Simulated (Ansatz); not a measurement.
CH6AlNO2Si can be A, `O[Si]1([O][AlH2])CN1`, or B, `[NH2][AlH][C](=O)O[SiH3]`.

Gas-phase electronic energies from Ansatz, PBE0-D4/def2-TZVP geometries. CCSD(T)/CBS is the MP2 limit (def2-TZVPP, def2-QZVPP) plus CCSD(T) − MP2 in def2-TZVPP, frozen cores. Functionals use def2-TZVPP. B3LYP here is the variant with VWN-RPA as its local correlation; programs differ in this. Each species was taken in one conformer, which may not be the lowest.

**Question.** Which is lower in electronic energy at CCSD(T)/CBS, and by how much? (Best estimate.)

**Answer.** Computed: A, by 32.6 kcal/mol.

**Question.** Give E(B) − E(A) in kcal/mol with B3LYP, PBE-D4, r2SCAN-D4, B2PLYP, MP2/def2-TZVPP, CCSD(T)/def2-TZVPP, HF/def2-TZVPP. (An estimate is asked.)

**Answer.** Computed: B3LYP 26.5, PBE-D4 25.2, r2SCAN-D4 30.0, B2PLYP 28.7, MP2/def2-TZVPP 33.8, CCSD(T)/def2-TZVPP 30.3, HF/def2-TZVPP 29.3. None reverses the order clearly.

Largest T1 diagnostic: 0.016.

In def2-TZVPP, CCSD(T) changes the Hartree–Fock value by +1.0 kcal/mol (the triples alone add −1.4 kcal/mol) and MP2 by +4.5 kcal/mol. The D4 term adds +0.8 kcal/mol with B3LYP and +0.4 kcal/mol with PBE0; it sums over pairs of atoms, weighted by their polarisabilities, and B3LYP, whose exchange is more repulsive, gets the larger term.
